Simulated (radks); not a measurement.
The potassium ion K4+, configuration [Ne] 3s2 3p3. All-electron calculation, scalar-relativistic Kohn-Sham, OLYP, spin-polarised, spherical densities, finite nucleus; open shells are filled with parallel spins first; Fermi nuclear charge, rms radius 3.4349 fm. Program: a radial shooting solver on a logarithmic mesh with Libxc functionals.

Unscreened Slater integrals over Kohn-Sham orbitals (cm^-1). They are taken over the spin-up orbitals. Empty in this configuration: 3d.

F0(3p,3p): 160690
F2(3p,3p): 82302
F0(3p,3s): 165000
G1(3p,3s): 110910
F0(3p,2p): 216160
F2(3p,2p): 42605
G0(3p,2p): 17248
G2(3p,2p): 17679
F0(3p,2s): 212610
G1(3p,2s): 13263
F0(3p,3d): 152140
F2(3p,3d): 75803
G1(3p,3d): 93929
G3(3p,3d): 58197
F0(3s,3s): 169780
F0(3s,2p): 223990
G1(3s,2p): 18688
F0(3s,2s): 221240
G0(3s,2s): 14951
F0(3s,3d): 156080
G2(3s,3d): 73045
F0(2p,2p): 576360
F2(2p,2p): 269070
F0(2p,2s): 539210
G1(2p,2s): 316490
F0(2p,3d): 193900
F2(2p,3d): 35072
G1(2p,3d): 24120
G3(2p,3d): 13617
F0(2s,2s): 514760
F0(2s,3d): 193410
G2(2s,3d): 20853
F0(3d,3d): 145380
F2(3d,3d): 72035
F4(3d,3d): 45907

Derived for the open shells (J is the average intra-shell exchange parameter used in DFT+U). 3p: J = F2/5 = 16460 cm^-1.
